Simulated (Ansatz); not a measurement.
A structure relaxed at r2SCAN-D4/def2-TZVP in Ansatz, charge 0, singlet:

Cartesian coordinates in Å:
```
Ge 0.381 -1.158 -0.837
Ge -1.100 0.977 0.144
H 1.499 -0.871 0.246
H 0.025 1.254 1.222
H 0.090 0.554 -1.069
H -0.895 -0.756 0.294
```

(1) Give its formula and point group.

(2) Summarise the bond lengths by kind (pairs closer than 1.2 times the sum of covalent radii, bridged metal pairs left out).

## Answers

(1) the cluster Ge2H4. Point group C2v (tolerance 0.1 Å).

(2) 1 × Ge–Ge 2.78 Å; 6 × Ge–H 1.58 to 1.75 Å.

Another isomer (singlet) lies 0.38 eV lower at PBE0-D4/def2-TZVP; other spin states weren't run for this one.
